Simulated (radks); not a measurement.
Problem. The mean radii <r> (bohr) of the occupied orbitals of an atom or ion are listed with their occupations. Calculated with a radial shooting solver on a logarithmic mesh with Libxc functionals: scalar-relativistic Kohn-Sham, exchange-only LDA, spin-polarised, spherical densities, point nucleus.

| orbital | occ. | <r> |
|---|---|---|
| 1s | 2 | 0.01579 |
| 2s | 2 | 0.06644 |
| 2p | 6 | 0.06050 |
| 3s | 2 | 0.1695 |
| 3p | 6 | 0.1709 |
| 3d | 10 | 0.1542 |
| 4s | 2 | 0.3403 |
| 4p | 6 | 0.3521 |

Name the element and its charge. Open shells, if any, are filled with parallel spins first.

Solution. Z = 83, bismuth, charge +47: Bi47+ in [Kr]. The 1s radius gives Z: for a bare nucleus <r> = (2 gamma + 1)/(2Z) with gamma = sqrt(1 - (Z/c)^2), 0.01561 bohr for Z = 83, and screening makes it slightly larger (0.01579 here). The occupations add up to 36, and the charge is Z minus that.
